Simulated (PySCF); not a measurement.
AsH₄ + Br₂ → AsH₂ + 2 HBr

Level: PBE0 in the def2-TZVP basis family, all electrons, no relativity, computed in PySCF with density fitting; open shells unrestricted.

| species | state and structure | E (Eh) | ZPE (kJ/mol) | H(298 K) − H(0) (kJ/mol) | S° (J/(mol K)) |
| --- | --- | --- | --- | --- | --- |
| AsH₄ | doublet, C2v, As–H 1.511 Å (×2), As–H 1.654 Å (×2); H–As–H 92.2° (×4), H–As–H 96.5°, H–As–H 173.2° | -2237.89559 | 69.1 | 11.0 | 239.7 |
| Br₂ | singlet, D∞h, Br–Br 2.281 Å | -5147.70672 | 2.0 | 9.7 | 244.8 |
| AsH₂ | doublet, C2v, As–H 1.526 Å (×2); H–As–H 90.7° | -2236.76162 | 32.4 | 10.0 | 225.3 |
| HBr | singlet, C∞v, H–Br 1.421 Å | -2574.45811 | 16.0 | 8.7 | 198.5 |

Task: What is the electronic reaction energy?

Result: At PBE0/def2-TZVP, ΔE = -198.3 kJ/mol from the differences of the total energies times 2625.5, downhill. 

Task: Add zero-point, thermal and entropy terms for 298.15 K and 1 bar.

Result: ΔZPE = -6.7 and Δ[H(298) − H(0)] = 6.7 kJ/mol give ΔH° = -198.3 kJ/mol. ΔS° = 137.8 J/(mol K), so ΔG° = -198.3 − 298.15 × (0.1378) = -239 kJ/mol.

Each species is the lowest minimum found with this bonding; other isomers or fragments can lie lower.
